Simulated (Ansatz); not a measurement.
`CC(C)[NH][SnH3]`, charge 0, multiplicity 1.

(1) Give a relaxed structure at PBE0-D4/def2-TZVP (Ansatz 0.2.0). (An estimate is asked.)

Answers

(1) Computed: 
Z-matrix (Å, degrees):
```
C
C 1 1.525
H 1 1.094 2 111.6
H 1 1.095 2 110.2 3 -119.8
H 1 1.093 2 111.3 3 120.7
C 2 1.521 1 110.8 3 58.0
N 2 1.457 1 114.0 3 -178.2
H 2 1.098 1 108.0 3 -59.8
H 6 1.095 2 110.2 1 62.6
H 6 1.091 2 110.5 1 -178.0
H 6 1.093 2 111.4 1 -56.8
Sn 7 2.026 2 120.3 1 71.9
H 7 1.013 2 110.6 1 -63.2
H 12 1.706 7 105.2 2 57.5
H 12 1.718 7 114.1 2 -62.3
H 12 1.705 7 105.9 2 176.9
```
This is one stationary point; other conformers may exist.
